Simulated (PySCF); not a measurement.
The numbers are results of B3LYP-D3(BJ)/def2-TZVP (PySCF 2.14.0), not measurements. All species are isolated molecules in the gas phase. One relaxed conformer stands for a flexible species; it need not be the lowest. B3LYP has the VWN-RPA correlation part, as in Gaussian. Excitations are Tamm–Dancoff values on a coarser integration grid. The basis has no diffuse functions, so Rydberg states are missing or too high.

Reference species (SMILES): `CC(=O)OS` (O–C–O–S torsion -1°, C–O–S–H torsion 1°) (neutral, multiplicity 1).

| Property | Result |
|---|---|
| LUMO | -1.39 eV |
| S1–T1 gap (TDA) | 0.89 eV |

Changed species: `CS(=O)(=O)S` (O–S–S–H torsion 30°) (X = methylsulfonyl; the reference has X = acetoxy).

Question: Give the shifts of the LUMO and S1–T1 gap (TDA).

Answer: the LUMO falls by 0.22 eV, to -1.61 eV; the S1–T1 gap (TDA) decreases by 0.25 eV, to 0.64 eV.
